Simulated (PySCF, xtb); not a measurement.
Si(H)(Me)(OH)2 (CH₆O₂Si), SMILES C[SiH](O)O.

xtb with GFN2-xTB at its own geometry gives an orbital gap of 7.31 eV and a dipole moment of 1.63 D.

Geometry: PBE0-D3(BJ)/def2-SVP. The values are those of a single conformer.

Question: What does r2SCAN/def2-TZVP (PySCF) give? (The exact figures need the calculation; the answer reports its results.)

Answer: gap 7.80 eV (levels -7.46 and 0.34 eV), dipole 1.88 D.
